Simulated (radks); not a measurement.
Values are calculated unless marked as measured or tabulated.
How relativity changes the ionisation of the vanadium ion V2+ ([Ar] 3d3) to V3+ ([Ar] 3d2). Spin-unpolarised spherical Kohn-Sham, LDA (Slater exchange, Perdew-Wang correlation), point nucleus unless stated (finite: rms radius 3.6002 fm), a radial shooting solver on a logarithmic mesh with Libxc functionals. A level marked "c x" has the speed of light scaled by that factor and shares open shells by 2j + 1; other Dirac levels either fill j = l - 1/2 first or share by 2j + 1.

level                               E(V2+) (hartree)  E(V3+) (hartree)  IE (eV)   HOMO  <r> HOMO (bohr)
non-rel.                                  -940.85222        -939.77428   29.332     3d            1.310
scalar-rel.                               -946.23560        -945.16390   29.162     3d            1.317
scalar-rel., finite nucleus               -946.23339        -945.16169   29.162     3d            1.317
Dirac, 2j+1 shares                        -946.24706        -945.17538   29.162  3d5/2            1.318
Dirac, low j first                        -946.25181        -945.17915   29.188  3d3/2            1.315
Dirac, 2j+1 shares, finite nucleus        -946.24485        -945.17317   29.162  3d5/2            1.318
Dirac, c x 1.25                           -944.28776        -943.21383   29.223  3d5/2            1.316
Dirac, c x 1.5                            -943.23160        -942.15645   29.256  3d5/2            1.314
Dirac, c x 10                             -940.90544        -939.82756   29.331  3d5/2            1.310

NIST Atomic Spectra Database: 29.311 eV (measured). The relativistic part of the total energy of V2+ is -5.393 hartree (Dirac, 2j+1 shares, finite nucleus), 0.57 % of the non-relativistic value. Spin polarisation and multiplet splitting of open shells are left out at every level.

Beside tabulated values, note that spin-unpolarised runs miss the spin-polarisation part of the exchange energy of open shells.
